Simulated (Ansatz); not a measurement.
`C[O][SnH2][SH]`. The species carries charge 0 and has multiplicity 1. Correlated methods include outer-core shells of Sn, which these sets cover unevenly. Sn: def2 effective core potential.

Cartesian coordinates in Å:
```
C 0.9307 0.2796 1.3244
O 1.1377 -0.5207 0.1885
Sn -0.1152 -0.4129 -1.3170
S -2.3334 -0.8166 -0.4962
H 1.0008 1.3537 1.0992
H -0.0435 0.0920 1.7952
H 1.7082 0.0418 2.0559
H 0.3652 -1.6792 -2.3360
H -0.0483 1.1701 -1.9526
H -2.6023 0.4922 -0.3615
```

Give the diagnostics of a CCSD(T)/def2-TZVPP run (frozen core, Ansatz). (An estimate is asked.)

Ansatz gave: T1 = 0.0133, largest single amplitude 0.019, largest double 0.022, (T) share of the correlation energy 3.5 %, 10 CCSD cycles. The RHF solution is stable towards an unrestricted one. T1 lies under the customary mark of 0.02 for closed shells.
